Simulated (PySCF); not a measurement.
Identify the compound

The spectra below were simulated for a compound C₄H₆FNSi.

$^{1}$H NMR (600 MHz, computed): δ 7.45 (m, 1H), 6.27 (m, 1H), 5.17 (m, 1H), 4.06 (m, 3H).

$^{13}$C{$^{1}$H} NMR (computed): δ 167.5 (CH), 120.4 (C), 98.1 (CH), 91.7 (CH).

- geometry: GFN2-xTB
- shieldings: GIAO PBE0/pcSseg-1
- run in PySCF
- no solvent, averaged over atoms made equivalent by symmetry, fast rotation or ring inversion, non-relativistic Hamiltonian, single conformer

Referencing at the same level of theory: TMS for $^{1}$H (σref 31.72), $^{13}$C (σref 186.93).

What is the structure?

Answers


Rings plus π bonds: 3 (no ring in the answer). 4 carbon signals for 4 carbons: no two carbons are equivalent. Carbon types of the structure: 1 × C, 3 × CH, leaving 3 H on heteroatoms. δC 167.5, 98.1: alkene CH. δC 120.4: nitrile carbon; C≡N carbons fall here, among the sp2 signals but without a proton. δC 91.7: allylic sp3 CH bonded to F and Si; deshielded by the electronegative neighbour. δH 7.45, 5.17: hydrogen on an alkene CH; olefinic region. δH 6.27: hydrogen on an allylic sp3 CH bonded to F and Si; its carbon carries F, hence the downfield position. δH 4.06: hydrogen on a silicon bonded to C.

Structure: `N#C/C=C\[C@H](F)[SiH3]`.

This is the structure that produced the data.

Splittings by $^{19}$F in the carbon and heteronuclear signals aren't shown, as no couplings were computed. Shifts are as computed. Against solution values, carbons near 30 ppm lie about +3 ppm off and those near 130 ppm about +5 ppm. Of 1309 compounds with measured shifts, 239 miss one by over three times the rms of a fit or turn the order of signals round; such compounds aren't used in these exercises. Multiplicities follow the n + 1 count of equivalent neighbours, as no J values were calculated; m marks all less simple cases, F and P coupling included.
